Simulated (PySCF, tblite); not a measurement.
Isomers of C5H10N2. Calculated harmonic vibrations of the isolated species, GFN2-xTB (tblite), most abundant isotopes, no scaling. Errors from tens to a few hundred cm⁻¹ against measured bands are possible. One conformer each.

Electronic energies: PBE0/pcSseg-1 single points on the GFN2-xTB geometries (PySCF, gas phase).

| SMILES | electronic energy, lowest = 0 (kcal/mol) |
| --- | --- |
| C=N/N=C\C(C)C | 25.3 |
| C/C(=N/N)C1CC1 | 22.6 |
| C/C=N\N=C(C)C | 13.5 |
| C/C=N/N=C\CC | 19.2 |
| CC1=NN(C)CC1 | 2.2 |
| C=C/C(C)=N\NC | 22.3 |
| CC1=NNC[C@H]1C | 0.0 |

Problem. How do GFN2-xTB zero-point energies change the relative energies?

Solution. 
| SMILES | ZPE (kcal/mol) | of it from modes above 1550 cm⁻¹ | electronic (kcal/mol) | with ZPE, lowest = 0 (kcal/mol) | lowest mode (cm⁻¹) | rings |
| --- | --- | --- | --- | --- | --- | --- |
| CC1=NNC[C@H]1C | 91.9 | 45.8 | 0.0 | 0.0 | 89 | 1 |
| CC1=NN(C)CC1 | 91.3 | 45.0 | 2.2 | 1.7 | 120 | 1 |
| C/C=N\N=C(C)C | 89.3 | 48.2 | 13.5 | 11.0 | 60 | 0 |
| C/C=N/N=C\CC | 89.8 | 47.9 | 19.2 | 17.2 | 30 | 0 |
| C=C/C(C)=N\NC | 89.4 | 48.4 | 22.3 | 19.8 | 76 | 0 |
| C/C(=N/N)C1CC1 | 91.1 | 47.1 | 22.6 | 21.8 | 35 | 1 |
| C=N/N=C\C(C)C | 89.9 | 48.2 | 25.3 | 23.4 | 23 | 0 |

The zero-point energies span 2.6 kcal/mol, from `C/C=N\N=C(C)C` to `CC1=NNC[C@H]1C`. The order is unchanged.

Problem. And how do the electronic energies of GFN2-xTB itself compare?

Solution. `CC1=NNC[C@H]1C` 3.2; `CC1=NN(C)CC1` 0.0; `C/C=N\N=C(C)C` 14.6; `C/C=N/N=C\CC` 20.4; `C=C/C(C)=N\NC` 32.3; `C/C(=N/N)C1CC1` 31.0; `C=N/N=C\C(C)C` 24.0 kcal/mol, lowest = 0. Against the energies above, taken from the same isomer `CC1=NNC[C@H]1C`, the largest difference is 6.8 kcal/mol.

Problem. What do entropy and thermal enthalpy add at 298.15 K and 1 bar (rigid rotor, harmonic oscillator, one conformer each)?

Solution. 
```json
{"SMILES": "CC1=NNC[C@H]1C", "point group": "C1", "symmetry number": "1", "S (cal/(mol K))": "84.0", "H − H(0) (kcal/mol)": "5.30", "ZPE + H − H(0) − TS (kcal/mol)": "72.1"}
{"SMILES": "CC1=NN(C)CC1", "point group": "C1", "symmetry number": "1", "S (cal/(mol K))": "84.6", "H − H(0) (kcal/mol)": "5.39", "ZPE + H − H(0) − TS (kcal/mol)": "71.5"}
{"SMILES": "C/C=N\\N=C(C)C", "point group": "C1", "symmetry number": "1", "S (cal/(mol K))": "94.5", "H − H(0) (kcal/mol)": "6.44", "ZPE + H − H(0) − TS (kcal/mol)": "67.6"}
{"SMILES": "C/C=N/N=C\\CC", "point group": "C1", "symmetry number": "1", "S (cal/(mol K))": "93.0", "H − H(0) (kcal/mol)": "6.16", "ZPE + H − H(0) − TS (kcal/mol)": "68.2"}
{"SMILES": "C=C/C(C)=N\\NC", "point group": "C1", "symmetry number": "1", "S (cal/(mol K))": "90.4", "H − H(0) (kcal/mol)": "6.14", "ZPE + H − H(0) − TS (kcal/mol)": "68.6"}
{"SMILES": "C/C(=N/N)C1CC1", "point group": "C1", "symmetry number": "1", "S (cal/(mol K))": "86.7", "H − H(0) (kcal/mol)": "5.55", "ZPE + H − H(0) − TS (kcal/mol)": "70.8"}
```

Not tabulated: `C=N/N=C\C(C)C` (lowest mode only 23 cm⁻¹).
